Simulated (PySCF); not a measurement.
He: excitation energy

He 1s2 (1S) → He 1s1 2s1 (3S), as a difference of total energies. All numbers are calculated (PySCF 2.14, no relativity, point nucleus, in aug-cc-pV5Z (6s5p4d3f2g, 80 functions)). Correlated levels: valence: nothing frozen. The calculations carry no spin-orbit coupling.

Problem. Order these methods by the excitation energy they give, lowest first.
A. M06-2X
B. UHF
C. MP2 (valence)
D. PBE

Solution. B (18.771 eV), D (19.536 eV), C (19.743 eV), A (19.963 eV).

Errors of the correlated levels include the incompleteness of this basis.

The promoted electron is Rydberg-like, and one or two diffuse shells describe it only roughly, which tends to raise the upper state.

For comparison: 19.820 eV (measured; NIST levels).
